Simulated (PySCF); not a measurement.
How methods differ on the excitation energy of I+

I+ [Kr] 4d10 5s2 5p4 (3P) → I+ [Kr] 4d10 5s2 5p3 5d1 (5D), as a difference of total energies. Calculation: PySCF 2.14, in aug-cc-pVQZ-DK3; the spin-free X2C one-electron Hamiltonian (Gaussian nucleus). Correlated levels: valence: [Kr] 4d10 frozen. The calculations carry no spin-orbit coupling.

```tsv
method	excitation energy (eV)	error (eV)
UHF	9.509	-0.791
LDA	10.220	-0.080
PBE	9.876	-0.424
PBE0	9.968	-0.332
r2SCAN	10.084	-0.216
wB97X	10.635	+0.335
MN15	10.153	-0.147
M06-2X	10.019	-0.281
MP2 (valence)	9.971	-0.329
SCS-MP2 (valence)	10.167	-0.133
```

Reference: 10.300 eV (measured; NIST levels, between the centres of gravity of the two terms).

Errors of the correlated levels include the incompleteness of this basis and the frozen core.
